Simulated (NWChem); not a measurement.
System: CH₃Zn, doublet; SMILES [Zn][CH3]

NWChem input:

```
start job
memory heap 200 mb stack 700 mb global 900 mb
geometry units angstroms noautoz
  Zn     0.000000     0.000000    -0.396020
  C      0.000000     0.000000     1.621075
  H      0.735274     0.735274     1.983280
  H      0.269129    -1.004403     1.983280
  H     -1.004403     0.269129     1.983280
end
basis spherical
  * library 6-31g*
end
dft
  odft
  mult 2
  xc rpbe cpbe96
  iterations 150
  mulliken
end
task dft energy
```

In the optimisation the excess spin sits in a1 (C3v, its own frame). The geometry was optimised at PBE0/def2-SVP, spin-unrestricted. This spin state was assumed; another may lie lower. No stability test was run on the SCF state.

Predict the main results of this run. (RPBE/6-31G* (spherical d), spin-unrestricted.) Quantities: energy (Ha); highest occupied level (eV); lowest empty minus highest occupied level, either spin (eV); dipole (D); <S²>.


```
Property                                                        Value
-----------------------------------------------------------  --------
energy (Ha)                                                  -1818.85
highest occupied level (eV)                                     -3.82
lowest empty minus highest occupied level, either spin (eV)      1.09
dipole (D)                                                       0.48
<S²>                                                            0.753
```
